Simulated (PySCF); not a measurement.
Species: C₁₀H₁₃B.
SMILES with atom numbers: `[BH:1]1[CH2:2][CH2:3][CH2:4][C@H:5]1[c:6]1[cH:7][cH:8][cH:9][cH:10][cH:11]1`

NICS is the negative of the GIAO shielding at a point without a nucleus: at the ring centre (0) and 1 Å above and below it (1); zz is the component along the ring normal. Level: GIAO KT2/pcSseg-1 (PySCF, non-relativistic, gas phase) on the PBE0-D3(BJ)/def2-SVP geometry, one conformer.

Ring bond lengths (Å): B1–C2 1.565, C2–C3 1.535, C3–C4 1.529, C4–C5 1.544, C5–B1 1.577; C6–C7 1.400, C7–C8 1.394, C8–C9 1.393, C9–C10 1.395, C10–C11 1.392, C11–C6 1.402.

Task: Give the NICS values of each ring in ppm.

Result: 
| ring | type | NICS(0) | NICS(1), two faces | NICS(1)zz, two faces | rms pucker (Å) | centre to ring atoms, mean (Å) |
| --- | --- | --- | --- | --- | --- | --- |
| B1–C2–C3–C4–C5 | 5-membered ring with B; formal bonds all single | -0.7 | -3.5 / -3.2 | -4.2 / -3.8 | 0.17 | 1.30 |
| C6–C7–C8–C9–C10–C11 | 6-membered carbocycle; formal bonds all aromatic | -8.4 | -10.8 / -10.6 | -26.8 / -27.0 | 0.00 | 1.40 |

Task: What can be read from them?

Result: 
- B1–C2–C3–C4–C5: mean NICS(1)zz -4.0 ppm, shielded. C2, C3, C4, C5 have four or more neighbours; no verdict on aromaticity is drawn.
- C6–C7–C8–C9–C10–C11: mean NICS(1)zz -26.9 ppm, shielded. For a flat ring without four-coordinate atoms the NICS criterion counts such a value as aromatic.

Task: How equal are the bonds by HOMA? HOMA = 1 − mean of α(R − Ropt)² over the ring bonds, with Krygowski's 1993 parameters (CC: Ropt 1.388 Å, α 257.7 Å⁻²).

Result: 
- C6–C7–C8–C9–C10–C11: HOMA 0.98 = 1 − EN − GEO, with mean bond length 1.396 Å, EN = α(Ropt − mean)² = 0.017 and GEO = α × variance = 0.004. The geometric and the magnetic index point the same way.

Task: What field does 9.4 T along the ring normal induce along that normal at the second NICS(1) probe listed for ring C6–C7–C8–C9–C10–C11, 1 Å off the ring?

Result: NICSzz × B0 = -27.0 ppm × 9.4 T = -254 μT, against the applied field.

Task: List the ring angles.

Result: 
- B1–C2–C3–C4–C5: B1 107.4°, C2 104.7°, C3 104.9°, C4 105.3°, C5 103.6°; sum 525.8° against 540° for a flat convex ring.
- C6–C7–C8–C9–C10–C11: C6 117.9°, C7 121.2°, C8 120.2°, C9 119.4°, C10 120.2°, C11 121.2°; sum 720.0° against 720° for a flat convex ring.

Task: How shielded are the nuclei of the rings and their hydrogens (means over atoms taken as equivalent)?

Result: 
```tsv
atoms	environment	σ isotropic (ppm)	principal values of the symmetric part, first atom (ppm)
B1	three-coordinate boron	15.8	-47.4, -12.9, 107.8
C2	sp3 carbon bound to boron	146.2	130.1, 143.8, 164.6
C3	ring CH2 carbon	153.5	131.9, 157.9, 170.7
C4	ring CH2 carbon	141.3	115.6, 144.0, 164.2
C5	sp3 carbon bound to boron	122.2	96.5, 124.6, 145.6
C6	substituted aromatic carbon	42.8	-43.3, 5.8, 166.0
C7 (×2)	aromatic CH carbon	59.6	-35.4, 61.0, 152.3
C8 (×2)	aromatic CH carbon	59.9	-41.2, 51.5, 169.1
C9	aromatic CH carbon	63.0	-37.0, 53.3, 172.7
H on B1	B–H hydrogen	23.68	18.5, 25.5, 27.1
H on C2	methylene hydrogen	28.82	24.7, 27.2, 34.6
H on C2	methylene hydrogen	30.33	25.8, 28.3, 36.9
H on C3	methylene hydrogen	28.97	24.5, 26.8, 35.7
H on C3	methylene hydrogen	29.73	25.1, 27.9, 36.2
```

The list is cut; further classes of hydrogen are left out.

Task: How do the values depend on the level or the medium?

Result: 
| level | NICS(0), B1–C2–C3–C4–C5 | mean NICS(1)zz, B1–C2–C3–C4–C5 | NICS(0), C6–C7–C8–C9–C10–C11 | mean NICS(1)zz, C6–C7–C8–C9–C10–C11 |
| --- | --- | --- | --- | --- |
| KT2/pcSseg-1, gas | -0.7 | -4.0 | -8.4 | -26.9 |
| PBE0/pcSseg-1, gas | -0.5 | -3.5 | -8.6 | -28.2 |
| PBE0/pcSseg-1, IEF-PCM chloroform | -0.5 | -3.5 | -8.4 | -28.2 |
| PBE0/pcSseg-1, IEF-PCM cyclohexane | -0.5 | -3.5 | -8.5 | -28.2 |

The geometry is the same throughout; the continuum's cavity takes Bondi-type radii × 1.2.

Hardware: an Arm Neoverse V2 with one thread, shared host. Cost: 84 s wall, 1.1 GiB resident at most. This is the whole shielding run at KT2/pcSseg-1, SCF included.
